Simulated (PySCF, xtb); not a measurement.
Cl2Zr, SMILES [Cl][Zr][Cl], multiplicity 1.

Harmonic wavenumbers (cm⁻¹) from GFN2-xTB run with xtb at its own minimum, in rising order: 47, 350, 457.

What does PBE0-D3(BJ)/def2-TZVP (PySCF) give at its own minimum? (Estimate from the structure and the level; the computed values follow.)

68, 394, 426. Paired by order, the mean absolute difference is 32 cm⁻¹ and the zero-point energies are 1.2 and 1.3 kcal/mol.
